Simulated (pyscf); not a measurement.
H₃Si–Se–In(Cl)–Cl → H₃Si–Cl + Cl–In=Se, gas phase, singlet surface. PySCF, gas phase, ωB97X-D3(BJ)/def2-SVP geometries. ΔG in kcal/mol from ωB97M-D3(BJ)/def2-TZVP energies (ideal gas, 1 atm, RRHO with modes under 100 cm⁻¹ raised to 100, one conformer, R ln 2 for chiral ones without a mode under 150 cm⁻¹).

```csv
T (K),ΔG
298,+21.1
600,?
900,+3.4
1200,-4.9
```

Question: Fit a line to the three values, predict ΔG at 600 K, and estimate where the reaction turns favourable at 1 atm of each gas.

Answer: Least squares gives ΔG = +29.6 − 28.9 × T/1000 K, so ΔS is about +121 J/(mol K) and ΔH about +29.6 kcal/mol over this range (ΔH at 298 K: +30.5). At 600 K the line gives +12.3; the computed value is +11.9. ΔG = 0 falls near 1020 K; 1 kcal/mol in the energy moves that by 35 K. This is thermodynamics alone and says nothing of the barrier. Elements up to Kr have no core potential and no relativistic terms here. Elements past Kr carry the def2 core potentials, without spin-orbit coupling.
